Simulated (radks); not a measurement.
The zinc ion Zn2+, [Ar] 3d10. Method: non-relativistic Kohn-Sham, PBE, spin-polarised, spherical densities, point nucleus; computed with a radial shooting solver on a logarithmic mesh with Libxc functionals. Every spin shell is full or empty, so the densities are truly spherical. Functionals are evaluated on that one density, not self-consistently. Rank these orbital-free kinetic functionals by their error against the exact value of the orbitals, and give that value: Thomas-Fermi, TF + vW, TF + vW/5, LC94, APBEK, revAPBEK, Perdew 92, Pearson, LKT, PG1, DePristo-Kress, Ernzerhof.

Answer. Exact: 1776.95 hartree. From best to worst, with 100 (|E| - |E exact|)/|E exact| (equal figures are ties): APBEK -0.02, LC94 -0.11, DePristo-Kress -0.20, revAPBEK +0.22, Ernzerhof -0.48, Perdew 92 -0.86, Pearson -1.30, TF + vW/5 +3.52, Thomas-Fermi -6.35, PG1 +18.52, LKT +23.38, TF + vW +43.03.
